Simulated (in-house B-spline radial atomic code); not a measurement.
B97-1 excitations of S VII (S6+)

Method: B97-1. Computed with a B-spline radial code for spherical atoms: linear response of the closed shell [He] 2s2 2p6 with the functional's adiabatic kernel; non-relativistic, point nucleus, no spin-orbit coupling, no double excitations, S, P, D and F terms only. Only terms of natural parity with L up to 3 were computed.

Command:
```bash
python run_td.py task.json out
```
Settings (radii: box in bohr, nucleus in fm):
```
Z                        16
electrons                10
configuration            [He] 2s2 2p6
hamiltonian              nr
method                   b97_1
box_radius               14.35
intervals                50
```

Time taken, with all properties: 0.3 s on 1 thread of Arm Neoverse N1 (shared host).

The lowest states, in the order of their Tamm-Dancoff energies; the method's threshold (minus the highest occupied level) is 263.62 eV. Labels give the largest channel, * marks a mixed state, and oscillator strengths are full-response dipole values. Semilocal kernels can invert the small singlet-triplet splittings of Rydberg terms. Energies in eV:

| state | full response | Tamm-Dancoff | oscillator strength |
| --- | --- | --- | --- |
| 2p → 3s 3P | 165.13 | 165.14 | - |
| 2p → 3s 1P | 166.41 | 166.43 | 0.207 |
| 2p → 3p 3S | 176.94 | 176.99 | - |
| 2p → 3p 3D | 178.21 | 178.23 | - |
| 2p → 3p 1D | ? | ? | - |
| 2p → 3p 1S | 186.34 | 186.89 | - |
| 2p → 3d 3P | 195.93 | 195.94 | - |
| 2p → 3d 3F | ? | ? | - |
| 2p → 3d 1F | 196.87 | 196.87 | - |
| 2p → 3d 1P | 199.80 | 199.93 | 1.43 |

(1) Where does 2p → 3p 1D lie?

(2) Where does 2p → 3d 3F lie?

(3) How large is the singlet-triplet splitting of 2p → 3s (P terms) in Tamm-Dancoff?

(4) What polarisabilities and dispersion coefficient does the method give?

Answers

(1) At 179.19 eV in full response, 179.19 eV in Tamm-Dancoff.

(2) At 196.23 eV in full response, 196.25 eV in Tamm-Dancoff.

(3) 1.29 eV, from the unrounded values.

(4) Dipole 0.0743 bohr³, quadrupole 0.03149 bohr⁵, C6 0.03782 hartree·bohr⁶ for two such species.
